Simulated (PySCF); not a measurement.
Lowest singlet excitation (eV) of eight silicon and germanium compounds: TDDFT-PBE beside TDDFT-CAM-B3LYP, computed with PySCF for isolated molecules in the bases named; differences from unrounded values. The eight are the first of their class met in an unordered collection, after screening for sound electronic states; none was chosen by its value. Each molecule has one DFT geometry for both levels.

```tsv
molecule	basis	TDDFT-CAM-B3LYP
Si(Br)2(Me)(NH2) (CH5Br2NSi), SMILES C[Si](N)(Br)Br	def2-SVPD	6.95
C2H8FNSi2, SMILES [SiH3]/C=C(\[SiH2]N)F	def2-SVPD	5.86
Ge(F)2(OH)(NH2) (F₂GeH₃NO), SMILES [NH2][Ge]([OH])([F])[F]	def2-SVPD	6.69
H8N2OSi2, SMILES N[SiH2]N[SiH2]O	def2-SVPD	6.42
C₃H₆F₂Si, SMILES F[C@@H]1C([SiH3])[C@H]1F	def2-SVPD	7.67
FH6NOSi2, SMILES N[SiH2]O[SiH2]F	def2-SVPD	6.93
Si(F)2(OH)(SiH3) (F2H4OSi2), SMILES O[Si](F)(F)[SiH3]	def2-SVPD	8.05
FH₅O₃Si₂, SMILES O[Si](F)(O[SiH3])O	def2-SVPD	7.68
```

**Question.** Estimate the TDDFT-PBE values and say how TDDFT-PBE differs from TDDFT-CAM-B3LYP over the set. (An estimate is asked for; the answer gives what the named calculation found.)

**Answer.** 
```csv
molecule,TDDFT-PBE,difference
"Si(Br)2(Me)(NH2) (CH5Br2NSi), SMILES C[Si](N)(Br)Br",5.74,-1.21
"C2H8FNSi2, SMILES [SiH3]/C=C(\[SiH2]N)F",4.45,-1.41
"Ge(F)2(OH)(NH2) (F₂GeH₃NO), SMILES [NH2][Ge]([OH])([F])[F]",5.57,-1.12
"H8N2OSi2, SMILES N[SiH2]N[SiH2]O",5.40,-1.02
"C₃H₆F₂Si, SMILES F[C@@H]1C([SiH3])[C@H]1F",6.61,-1.06
"FH6NOSi2, SMILES N[SiH2]O[SiH2]F",6.23,-0.70
"Si(F)2(OH)(SiH3) (F2H4OSi2), SMILES O[Si](F)(F)[SiH3]",7.21,-0.84
"FH₅O₃Si₂, SMILES O[Si](F)(O[SiH3])O",6.42,-1.26
```
TDDFT-PBE lies below TDDFT-CAM-B3LYP in 8 and above it in 0 of the eight; the mean signed difference is -1.08 and the largest -1.41 eV.
